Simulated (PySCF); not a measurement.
**Static response to an electric field**

Compound: C8H11N.
Structure used (PBE0-D3(BJ)/def2-SVP), in Å, numbered top down from 1:
```xyz
20
C8H11N angstrom
C      3.2906   -0.2529   -0.6140
C      2.2782    0.4705    0.2021
C      0.9888    0.1156    0.3170
C     -0.0038    0.8323    1.1188
C      0.4496    1.9976    1.8301
N      0.8305    2.9351    2.3964
C     -1.3098    0.4936    1.2487
C     -2.0144   -0.6514    0.6062
C     -3.1643   -0.1941   -0.2895
H      3.7250    0.4106   -1.3807
H      4.1328   -0.5912    0.0129
H      2.8627   -1.1306   -1.1198
H      2.6253    1.3587    0.7451
H      0.6306   -0.7682   -0.2181
H     -1.9298    1.1394    1.8805
H     -2.4191   -1.2968    1.4072
H     -1.3167   -1.2784    0.0330
H     -2.7942    0.4188   -1.1252
H     -3.8913    0.4135    0.2718
H     -3.7021   -1.0567   -0.7101
```

Level: wB97X-D/def2-SVPD (PySCF), static field, nuclei fixed, core orbitals frozen in the response. The polarisability tensor in these axes (au):

```
x   150.01  13.12  -6.77
y    13.12  95.31  15.10
z    -6.77  15.10  85.59
```

Question: Give the principal values, the mean and the anisotropy Δα = √{½[(α1 − α2)² + (α2 − α3)² + (α1 − α3)²]}.

Answer: Principal values 72.31, 105.44 and 153.17 au; mean 110.31 au = 16.35 Å³ = 18.19 × 10⁻⁴⁰ C²·m²/J; Δα = 70.40 au (64 % of the mean).

Question: What is the dipole moment, and where does it point?

Answer: (-1.32, -3.71, -2.42) D, 4.63 D in size, pointing from the negative to the positive side. Measured along this direction, the outermost atoms are N6 at the negative end and H20 at the positive end.

Question: Give the eigenvalues of the traceless quadrupole moment Θ = ½Σq(3rr − r²1), origin at the centre of nuclear charge.

Answer: -16.03, -0.35, 16.38 D·Å. The values depend on the origin, since the dipole doesn't vanish. The electronic extent ⟨r²⟩ about the same centre is 1729 bohr², a root-mean-square distance of 2.71 Å for the 66 electrons.

Question: Refractivity n − 1 of an ideal gas of it at 500 K and 1 atm, from the electronic α?

Answer: N = p/kT = 1.4678 × 10¹⁹ cm⁻³, so n − 1 = 2π × N × 16.35 × 10⁻²⁴ cm³ = 1507 × 10⁻⁶ at long wavelengths.

Question: Estimate the molar refractivity from the static electronic polarisability.

Answer: Lorentz–Lorenz: R = (4π/3)N_A α = 2.5225 cm³/(mol·Å³) × 16.35 Å³ = 41.2 cm³/mol, in the limit of long wavelengths.

Question: Rayleigh depolarisation ratio (linearly polarised light, static tensor)?

Answer: ρ = 3Δα²/(45ᾱ² + 4Δα²) = 14869.2/(547541 + 19825.7) = 0.0262.

Geometry: PBE0-D3(BJ)/def2-SVP, one conformer, isolated molecule.

The run behind these numbers computed excited states and ΔSCF ions as well. The run took 2.5 min wall on x86-64 server, one thread, on a shared host.
